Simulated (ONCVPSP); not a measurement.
Sr: ONCV pseudisation with PBE, scalar-relativistic reference atom.

ONCVPSP 4.0.1 input, shortened (lines: element, Z, core and valence counts, functional; n l f; lmax; l rc ep ncon nbas qcut; lloc lpopt rc5 dvloc0; l nproj debl; icmod fcfact rcfact), PBE, scalar-relativistic:

```
  Sr 38.00    8    1        4      upf
    1    0    2.00
    2    0    2.00
    2    1    6.00
    3    0    2.00
    3    1    6.00
    3    2   10.00
    4    0    2.00
    4    1    6.00
    5    0    2.00
    2
    0    3.85    0.00    4    7    1.40
    1    3.20    0.38    4    8    2.40
    2    3.20    0.18    4    8    2.90
    4    5    2.75    3.00
    0    2    2.50
    1    2    2.00
    2    3    1.50
    2    0.35    0.75
```

In the d channel the program set the typed energies aside and used -0.047, 1.453, 2.953 Ha.

All-electron outer shells of the reference configuration (PBE, scalar-relativistic, ld1.x):

| shell | level (eV) | outermost node (bohr) | outermost maximum (bohr) |
| --- | --- | --- | --- |
| 5s | -3.53 | 1.65 | 3.72 |

What the tests gave:

```
Cutoffs needed             : 2.4 Ha and 6.8 Ha (the cutoffs (Ha) at which the residual kinetic energy of the hardest occupied pseudo-wave falls to 1 and 0.1 mHa per electron) The cutoffs count occupied waves only; projector 2 of the d channel, the hardest unoccupied one, needs 25 Ha at the loose tolerance.
Ghost test                 : no bound ghost flagged; GHOST(+) flagged for s at 567.4 eV
Largest excitation error   : +46 meV (all-electron minus pseudo) for 5s1 5p1, out of 4 test configurations
rms error of d²Exc/dni dnj : 3.29 mHa without and 0.96 mHa with the model core
```

Generation and tests took about 3.8 s on one core of a shared server CPU.
